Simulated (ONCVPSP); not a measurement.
**What one change does to a pseudopotential (Ni, ONCV)**

ONCVPSP 4.0.1 input, shortened (lines: element, Z, core and valence counts, functional; n l f; lmax; l rc ep ncon nbas qcut; lloc lpopt rc5 dvloc0; l nproj debl; icmod fcfact rcfact), PW91, scalar-relativistic:

```
  Ni 28.00    3    5  -109134      upf
    1    0    2.00
    2    0    2.00
    2    1    6.00
    3    0    2.00
    3    1    6.00
    3    2    8.00
    4    0    1.00
    4    1    1.00
    2
    0    1.20    0.00    5    9   11.00
    1    1.35    0.00    3    7   10.30
    2    1.00    0.00    4    9   19.10
    4    3    0.80    4.00
    0    2    1.90
    1    2    2.70
    2    2    0.60
    2    0.35    1.00
```

All-electron outer shells of the reference configuration (PW91, scalar-relativistic, ld1.x):

```tsv
shell	level (eV)	outermost node (bohr)	outermost maximum (bohr)
2s	-983.93	0.07	0.21
2p	-846.97	–	0.16
3s	-113.04	0.30	0.64
3p	-73.42	0.27	0.65
3d	-10.88	–	0.63
4s	-6.94	0.92	2.18
4p	-2.14	1.00	3.02
```

Change: local potential polynomial inside 0.80 bohr (lpopt 5, dvloc0 4 Ha).

Cutoffs: the cutoffs (Ha) at which the residual kinetic energy of the hardest occupied pseudo-wave falls to 1 and 0.1 mHa per electron; they do not see the model core or the augmentation charge, which bear on the density cutoff. Errors are all-electron minus pseudo energies relative to the spin-unpolarised reference configuration.

Problem. How do hardness, ghosts and transferability respond?

Solution. The potential gets neither clearly harder nor softer (116 Ha and 134 Ha → 116 Ha and 134 Ha); of the 4 tests that both files solve, the error grows in 1 and shrinks in 2 by more than 15 % and 0.3 meV (median size 1.0 → 0.6 meV); the range in which the p phases agree widens (upper end 1.6 → at the end of the scan); neither file shows a bound ghost.

```csv
quantity,base,changed
"cutoff, loose",116 Ha,116 Ha
"cutoff, tight",134 Ha,134 Ha
bound ghosts,none,none
GHOST(+) flags under 300 eV,p at 82.7 eV,none
"error for 3s2 3p6 3d8 4s2 4p0, meV [ΔE -4.62 eV]",-0.3,+0.5
"error for 3s2 3p6 3d8 4s1 4p0, meV [ΔE 4.77 eV]",-1.6,-0.3
"error for 3s2 3p6 3d8 4s0 4p0, meV [ΔE 22.18 eV]",-2.2,-0.7
"error for 3s2 3p6 3d9 4s0 4p0, meV [ΔE 1.73 eV]",+0.1,+2.3
s: phases at 1.22 bohr within 0.05 rad from the reference energy up to (Ha; the scan ends near 5),to the end of the scan,to the end of the scan
p: phases at 1.37 bohr within 0.05 rad from the reference energy up to (Ha; the scan ends near 5),1.6,to the end of the scan
d: phases at 1.01 bohr within 0.05 rad from the reference energy up to (Ha; the scan ends near 5),to the end of the scan,to the end of the scan
"rms error of d²Exc/dni dnj with the model core, mHa",1.06,1.06
```
